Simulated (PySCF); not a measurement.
CH6GaN, SMILES [NH](C)[GaH2]. Atoms are numbered in the order given.

```xyz
9

Ga    -0.0563     0.8071     0.0000
H      1.0634     1.9092     0.0000
H     -1.6179     0.9899     0.0000
N      0.5335    -0.9271     0.0000
C     -0.2526    -2.1447     0.0000
H      1.5428    -1.1003     0.0000
H     -0.0639    -2.7811    -0.8962
H     -0.0639    -2.7811     0.8962
H     -1.3342    -1.8982     0.0000
```
Charge 0, spin multiplicity 1.

Geometry optimised at PBE-D3(BJ)/def2-SVP.

Method: PBE0/pcSseg-1 (PySCF).

GIAO shieldings, no solvent; atoms listed in one row are averaged. δ = σ(ref) − σ: ¹H against TMS (σ = 31.56 ppm); ¹⁵N against NH3 (σ = 267.4 ppm); ¹³C against TMS (σ = 186.3 ppm), references at their B3LYP-D3(BJ)/def2-TZVP geometries, non-relativistic.

Problem. Estimate the chemical shifts. (The exact figures need the calculation; the answer reports its results.)

Solution. 
| nucleus | atoms | count | δ (ppm) |
|---|---|---|---|
| ¹H | H3 | 1 | 5.51 |
| ¹H | H2 | 1 | 5.40 |
| ¹H | H7, H8, H9 | 3 | 3.65 |
| ¹H | H6 | 1 | 3.41 |
| ¹⁵N | N4 | 1 | 109.4 |
| ¹³C | C5 | 1 | 42.0 |
